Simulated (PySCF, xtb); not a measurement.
GeH7NSi, SMILES [GeH3][SiH2]N.

GFN2-xTB in xtb 6.7.1 at its own geometry gives an orbital gap of 4.88 eV and a dipole moment of 1.61 D.

Coordinates come from a PBE0-D3(BJ)/def2-SVP optimisation. This is a generated structure with no PubChem entry under its InChIKey; it may be hypothetical. Other conformers were not sampled.

Q: What does PySCF with PBE/def2-TZVPD give? (An estimate is asked for; the answer gives what the named calculation found.)

A: gap 4.78 eV (levels -5.85 and -1.08 eV), dipole 1.23 D.
